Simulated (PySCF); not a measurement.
Assignment exercise: C6H5ClO

Mapped SMILES: `[CH2:1]=[C:2]([C:3]#[C:4][CH:5]=[O:6])[CH2:7][Cl:8]`; H(Xn) means a hydrogen on atom n. Ha(C1) is cis to C3; Hb(C1) is trans to C3.

[PySCF 2.14: geometry from GFN2-xTB; NMR shieldings at PBE0/pcSseg-1/GIAO; one averaged value for each set of equivalent atoms; one computed conformer; no relativistic terms; gas phase]

References, each an isolated molecule treated in the same way: ¹³C, ¹H vs TMS.

Problem. Assign these signals to the numbered atoms. ¹³C{¹H} NMR (computed): δ 180.6, 144.8, 135.8, 98.8, 96.8, 54.8.

Solution. 
| δ (ppm) | atoms | environment | reason |
| --- | --- | --- | --- |
| 180.6 | C5 | aldehyde carbonyl carbon | low-lying n→π* states of the double bond to the heteroatom give a large paramagnetic term (-244 ppm) |
| 144.8 | C1 | terminal =CH2 carbon | as expected for a trigonal carbon in a double bond |
| 135.8 | C2 | fully substituted alkene carbon | as expected for a trigonal carbon in a double bond |
| 98.8 | C3 | alkyne carbon | sp carbons lie upfield of alkene carbons because the cylindrical π system leaves one tensor component strongly shielded |
| 96.8 | C4 | alkyne carbon | – |
| 54.8 | C7 | allylic sp3 CH2 bonded to Cl | deshielded by the electronegative neighbour |

Problem. Assign these signals to the numbered atoms. ¹H NMR (600 MHz, computed): δ 9.69 (s, 1H), 6.43 (m, 1H), 6.37 (m, 1H), 4.22 (s, 2H).

Solution. 
9.69 → H(C5), hydrogen on an aldehyde carbonyl carbon: the formyl region, downfield of aromatic protons
6.43 → Ha(C1), hydrogen on a terminal =CH2 carbon: a vinylic proton, deshielded by the sp2 carbon and the C=C anisotropy
6.37 → Hb(C1), hydrogen on a terminal =CH2 carbon
4.22 → H(C7), hydrogen on an allylic sp3 CH2 bonded to Cl: its carbon carries Cl, hence the downfield position

Ha(C1) and Hb(C1) lie closer than the usual error of such a calculation, so a measured spectrum could show them in the other order.

Carbons that carry Cl, above all several Cl atoms, come out too deshielded, partly because spin–orbit coupling is missing. Shifts are as computed. Against solution values, carbons near 30 ppm lie about +3 ppm off and those near 130 ppm about +5 ppm; carbons on Cl a further +6 ppm (rms about the fit 2.1 ppm; single classes can miss by 10 ppm). Of 1328 compounds with measured shifts, 309 miss one by over three times the rms of a fit or turn the order of signals round; such compounds aren't used in these exercises. Signals without a measured value on file couldn't be tested in this way; 1H shifts scatter by 0.2 ppm about their fit, and single ones miss by 0.5 ppm. Multiplicities follow the n + 1 count of equivalent neighbours, as no J values were calculated; m marks all less simple cases, F and P coupling included.
